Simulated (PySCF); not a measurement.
indium atom (In), doublet (core potentials on In). Base run: TPSS/def2-SVP (PySCF).

The PySCF input:
```python
from pyscf import gto, scf, dft

mol = gto.Mole()
mol.atom = '''
    In    0.00000000    0.00000000    0.00000000
'''
mol.basis = 'def2-svp'
mol.ecp = {'In': 'def2-svp'}
mol.spin = 1
mol.verbose = 4
mol.build()

mf = dft.UKS(mol)
mf.xc = 'tpss'
mf.kernel()
mf.analyze()
```

The base run was repeated with changes; each row names its change, and settings that it needs were set with it.

```json
[
 {"change": "base", "ΔE vs base (µEh)": "0.0", "grid points": "21880", "electrons on the grid": "21.00000"},
 {"change": "grids.atom_grid = (30, 110)", "ΔE vs base (µEh)": "2990", "grid points": "2424", "electrons on the grid": "21.00000"},
 {"change": "grids.becke_scheme = stratmann", "ΔE vs base (µEh)": "0.0", "grid points": "21880", "electrons on the grid": "21.00000"},
 {"change": "grids.radi_method = mura_knowles", "ΔE vs base (µEh)": "0.0", "grid points": "18768", "electrons on the grid": "21.00000"},
 {"change": "grids.atom_grid = (50, 194)", "ΔE vs base (µEh)": "-99.5", "grid points": "6232", "electrons on the grid": "21.00000"},
 {"change": "grids.atom_grid = (150, 974)", "ΔE vs base (µEh)": "0.0", "grid points": "71016", "electrons on the grid": "21.00000"},
 {"change": "grids.prune = off", "ΔE vs base (µEh)": "0.0", "grid points": "41232", "electrons on the grid": "21.00000"},
 {"change": "grids.level = 2", "ΔE vs base (µEh)": "0.2", "grid points": "14048", "electrons on the grid": "21.00000"},
 {"change": "grids.level = 7", "ΔE vs base (µEh)": "0.0", "grid points": "90856", "electrons on the grid": "21.00000"},
 {"change": "grids.prune = dft.gen_grid.treutler_prune", "ΔE vs base (µEh)": "0.0", "grid points": "22072", "electrons on the grid": "21.00000"},
 {"change": "grids.level = 5", "ΔE vs base (µEh)": "0.0", "grid points": "47328", "electrons on the grid": "21.00000"}
]
```

Open shells are given as the SCF converged; they aren't shown to be the lowest states, and a large step between rows can be another state.
